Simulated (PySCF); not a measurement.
SMILES [SiH3][Sn]([SiH3])([SiH3])[O]C, GFN2-xTB optimised geometry.

```
18

C     -0.01     0.19    -3.07
O     -0.53    -0.47    -1.97
Sn    -0.22     0.06     0.00
Si     2.37     0.06     0.00
Si    -1.54    -2.01     0.75
Si    -1.36     2.39     0.00
H      1.09     0.22    -3.04
H     -0.38     1.21    -3.15
H     -0.31    -0.36    -3.97
H      2.88     0.04     1.37
H      2.90     1.27    -0.64
H      2.91    -1.10    -0.71
H     -0.89    -3.25     0.33
H     -1.60    -2.01     2.21
H     -2.91    -1.99     0.25
H     -0.82     3.25    -1.06
H     -2.80     2.27    -0.20
H     -1.12     3.06     1.28
```

Density from B3LYP/def2-SVP, def2 effective core potentials past Kr in PySCF at that geometry. The core electrons that the potentials of Sn replace are not part of the density.

Minimum of the electron density along straight lines between bonded atoms, close to the bond critical point (lines longer than 1.1 times the sum of covalent radii, or with two minima, are not listed):

| bond | length / Å | ρ at the minimum / e bohr⁻³ | ∇²ρ there / e bohr⁻⁵ | position (fraction from the first atom) |
|---|---|---|---|---|
| C1–O2 | 1.382 | 0.275 | -0.47 | 0.34 |
| O2–Sn3 | 2.070 | 0.088 | 0.42 | 0.49 |
| Sn3–Si4 | 2.590 | 0.071 | -0.04 | 0.50 |
| Sn3–Si5 | 2.568 | 0.074 | -0.05 | 0.50 |
| Sn3–Si6 | 2.592 | 0.071 | -0.04 | 0.50 |
| C1–H7 | 1.097 | 0.277 | -1.02 | 0.62 |
| C1–H8 | 1.096 | 0.278 | -1.02 | 0.62 |
| C1–H9 | 1.092 | 0.281 | -1.06 | 0.63 |
| Si4–H10 | 1.464 | 0.116 | 0.34 | 0.49 |
| Si4–H11 | 1.467 | 0.116 | 0.33 | 0.49 |
| Si4–H12 | 1.462 | 0.117 | 0.33 | 0.49 |
| Si5–H13 | 1.461 | 0.117 | 0.33 | 0.49 |
| Si5–H14 | 1.468 | 0.115 | 0.33 | 0.49 |
| Si5–H15 | 1.460 | 0.117 | 0.33 | 0.49 |
| Si6–H16 | 1.465 | 0.116 | 0.33 | 0.49 |
| Si6–H17 | 1.464 | 0.116 | 0.34 | 0.49 |
| Si6–H18 | 1.465 | 0.116 | 0.34 | 0.49 |
